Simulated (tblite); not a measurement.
Species: C8H13NSi.
Numbering: `[CH:1]#[C:2][CH2:3][C@H:4]([CH2:5][C:6]#[C:7][CH3:8])[NH:9][SiH3:10]` (hydrogens: H11 on C1; H12, H13 on C3; H14 on C4; H15, H16 on C5; H17, H18, H19 on C8; H20 on N9; H21, H22, H23 on Si10)

Structure used (GFN2-xTB), in Å, numbered top down from 1:
```
atom  x, y, z in Å
C1    -2.3986   -0.7456    2.6278
C2    -1.6598   -0.2650    1.8188
C3    -0.7558    0.2887    0.8348
C4    -0.3688   -0.7518   -0.2215
C5     0.7049   -0.1613   -1.1640
C6     1.9351    0.1500   -0.4651
C7     2.9434    0.3942    0.1357
C8     4.1707    0.6974    0.8408
N9    -1.5250   -1.1972   -0.9604
Si10  -2.8067   -0.2236   -1.5618
H11   -3.0508   -1.1560    3.3392
H12    0.1553    0.6342    1.3324
H13   -1.2309    1.1425    0.3450
H14    0.0653   -1.6203    0.2956
H15    0.3057    0.7441   -1.6306
H16    0.9167   -0.8858   -1.9568
H17    3.9475    1.0322    1.8537
H18    4.7149    1.4860    0.3211
H19    4.8003   -0.1906    0.8947
H20   -1.3401   -2.0595   -1.4481
H21   -3.5697   -1.1408   -2.4048
H22   -2.3589    0.9248   -2.3727
H23   -3.5993    0.2894   -0.4438
```

Calculated harmonic vibrations of the isolated species, GFN2-xTB (tblite), most abundant isotopes, no scaling. Errors from tens to a few hundred cm⁻¹ against measured bands are possible. Modes of hydrogen on silicon can be 10 to 20 % off. One conformer, not necessarily the lowest. The optimisation stopped once no atom felt more than 0.01 eV/Å.

Lowest wavenumbers of the output (negative numbers stand for imaginary wavenumbers):
```
mode    cm-1
  1     -20.6
  2      44.5
  3      49.0
  4      61.7
  5      97.9
  6     127.6
  7     141.2
  8     207.3
```

**Question.** Is this structure a minimum?

**Answer.** Not by this Hessian. 1 mode is imaginary beyond 20i (21i cm⁻¹), so at this level the point lies at or near a first-order saddle. The curvature is small, so loose convergence or finite differences may be the whole cause.

**Question.** Which atoms move in the imaginary mode?

**Answer.** 21i: H17 (methyl hydrogen) 34 %, H18 (methyl hydrogen) 33 %, H19 (methyl hydrogen) 33 %. These are shares of the mass-weighted motion.

**Question.** What is the remedy?

**Answer.** Step along that mode in both directions, optimise again with tighter thresholds and repeat the frequencies. The zero-point energy of this point (111.6 kcal/mol) counts the 62 real modes alone, and thermal corrections from it aren't those of a minimum.
